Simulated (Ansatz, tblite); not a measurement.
Species of one formula, P2PtH2F6 (singlet), each relaxed with PBE-D4/def2-SVP in Ansatz.

In the def2 sets Pt takes a core potential; there is no spin–orbit coupling. The xTB rows come from tblite. LC-ωPBE has ω = 0.4 bohr⁻¹. Correlated methods freeze 16 core orbitals; core or outer-core shells of Pt are correlated, in sets that lack core-valence functions.

Other spin states weren't relaxed.

A: trans-PtH2(PF3)2 (P₂PtH₂F₆)

| atom | x (Å) | y (Å) | z (Å) |
| --- | --- | --- | --- |
| F1 | -2.367 | 0.837 | -2.074 |
| F2 | -1.343 | 2.825 | -1.149 |
| F3 | -2.876 | 1.543 | 0.211 |
| F4 | 2.802 | -1.631 | -0.275 |
| F5 | 1.331 | -2.789 | 1.260 |
| F6 | 2.466 | -0.786 | 1.995 |
| P7 | -1.625 | 1.308 | -0.746 |
| P8 | 1.624 | -1.307 | 0.748 |
| Pt9 | -0.004 | 0.000 | 0.009 |
| H10 | -1.194 | -1.146 | 0.175 |
| H11 | 1.186 | 1.146 | -0.155 |

B: cis-PtH2(PF3)2 (P2PtH2F6)

```
atom   x (Å)   y (Å)   z (Å)
  F1  -2.441   0.034  -1.888
  F2  -1.821  -1.794  -0.414
  F3  -0.730  -1.558  -2.570
  F4  -0.083  -1.038   2.372
  F5   0.539   1.276   2.766
  F6   2.230  -0.347   2.105
  P7  -1.122  -0.660  -1.307
  P8   0.766   0.130   1.673
 Pt9   0.481   0.715  -0.494
 H10   1.618   1.843  -0.286
 H11   0.563   1.400  -1.954
```

Question: Estimate which lies lowest at each level, and how far above it the others are (eV).

Answer: 
```tsv
level	A	B
GFN1-xTB	0.04	0.00
GFN2-xTB	0.66	0.00
HF/def2-TZVP	0.04	0.00
LDA (SPW92)/def2-TZVP	0.30	0.00
PBE-D4/def2-SVP	0.40	0.00
PBE-D4/def2-TZVP	0.35	0.00
r2SCAN-D4/def2-TZVP	0.27	0.00
PBE0-D4/def2-SVP	0.33	0.00
PBE0-D4/def2-TZVP	0.27	0.00
LC-ωPBE/def2-TZVP	0.24	0.00
RPA@PBE/def2-TZVP	0.35	0.00
MP2/def2-TZVP	0.36	0.00
```
Point groups (tolerance 0.1 Å): A not assigned, B not assigned. A and B have the same bonds, so they are conformers or stereoisomers.
